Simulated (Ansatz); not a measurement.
`NB(S)O[SiH3]` + CH₄ → `CB(N)S` + `O[SiH3]`  (formal exchange of groups at a B–O bond)

Program: Ansatz. Geometries: PBE0-D4/def2-TZVP. ΔE: electronic, gas phase. CCSD(T)/CBS is the MP2 limit (def2-TZVPP, def2-QZVPP) plus CCSD(T) − MP2 in def2-TZVPP, frozen cores. This one scheme is used for every species. Functionals use def2-TZVPP. One conformer a species, not always the lowest.

```tsv
species	revPBE energy (Eh)
`NB(S)O[SiH3]`	-846.17716
CH₄	-40.51893
`CB(N)S`	-519.54872
`O[SiH3]`	-367.10867
```

Work out ΔE.

ΔE = (-519.54872) + (-367.10867) − (-846.17716) − (-40.51893) = 0.03870 Eh = +101.6 kJ/mol. CCSD(T)/CBS gives +112.6 kJ/mol.

Largest T1 diagnostic among the species: 0.012.

At CCSD(T), def2-SVP lies +13.3 kJ/mol from the extrapolated value and def2-TZVPP +1.0 kJ/mol. The D4 term adds +4.8 kJ/mol with B3LYP and +2.8 kJ/mol with PBE0; it sums over pairs of atoms, weighted by their polarisabilities, and B3LYP, whose exchange is more repulsive, gets the larger term. From BLYP to BHLYP (50 % exact exchange), in def2-TZVPP and without D4, ΔE moves by +7.8 kJ/mol.

B3LYP here is the variant with VWN-RPA as its local correlation; programs differ in this.
